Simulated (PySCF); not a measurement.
Se(Cl)2 anion (Cl2Se), SMILES Cl[Se]Cl (connectivity only; charge and spin as stated), charge -1, multiplicity 2. Atoms are numbered in the order given.

```xyz
3

Se     0.0000     0.0000     0.1055
Cl     0.0000    -2.4647    -0.1055
Cl     0.0000     2.4647    -0.1055
```
Charge -1, spin multiplicity 2.

Geometry: B3LYP-D3(BJ)/def2-SVPD. The spin state was assumed, not searched. The isomer is the one that the SMILES or the coordinates give; other isomers of the formula were not compared.

Method: M06-2X/def2-TZVPD in PySCF.

Mulliken values depend strongly on the basis, most of all with diffuse functions as here. ESP charges are fitted to the potential on shells at 1.4 to 2.0 van der Waals radii. Atomic charges (e):

```tsv
atom	ESP fit	meta-Löwdin	Mulliken spin
Se1	0.03	0.13	0.94
Cl2	-0.52	-0.56	0.03
Cl3	-0.52	-0.56	0.03
```
